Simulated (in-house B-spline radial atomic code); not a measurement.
Configurations of the zirconium ion Zr⁸⁺, with energies counted from [Ar] 3d10 4s2 (4p1/2)2. Computed with a radial B-spline atomic code at the basis-set limit: Dirac-Hartree-Fock, average of each configuration as written, Fermi nucleus of rms radius 4.2694 fm. Energies include first-order Breit, QED and recoil terms.

Occupations are held fixed; configurations that lie above the ionisation limit could autoionise.

```
                                        configuration  E - E(ref) (eV)  highest orbital  its <r> (bohr)
                               [Ar] 3d10 4s2 (4p3/2)2           3.9496            4p3/2           1.206
             [Ar] 3d10 4s1 (4p1/2)1 (4p3/2)1 (5d3/2)1           114.81            5d3/2           2.681
                      [Ar] 3d10 4s1 (4p1/2)2 (7f7/2)1           151.69            7f7/2            7.04
         [Ar] (3d3/2)4 (3d5/2)5 4s2 (4p1/2)2 (6f7/2)1           288.86            6f7/2            4.88
     [Ne] 3s2 (3p1/2)2 (3p3/2)3 3d10 4s2 (4p1/2)2 5s1           387.12            5s1/2           2.137
[Ne] 3s2 (3p1/2)1 (3p3/2)4 3d10 4s2 (4p1/2)2 (7d3/2)1           461.84            7d3/2           6.132
```

(1) Order these further configurations by energy, lowest first.
A. [Ar] 3d10 4s1 (4p3/2)2 (7d3/2)1
B. [Ar] 3d10 4s2 (4p3/2)1 (8g7/2)1
C. [Ar] 3d10 4s2 (4p3/2)1 7s1
D. [Ar] (3d3/2)4 (3d5/2)5 4s2 (4p3/2)2 7s1
E. [Ar] 3d10 4s2 (4p3/2)1 (5g7/2)1

(2) How far above the reference does [Ar] (3d3/2)4 (3d5/2)5 4s2 (4p3/2)2 6s1 lie?

## Answers

(1) E (109.33 eV), C (118.47 eV), B (136.32 eV), A (151.37 eV), D (291 eV).

(2) 273.55 eV; its least bound orbital is 6s1/2 with <r> = 3.504 bohr.
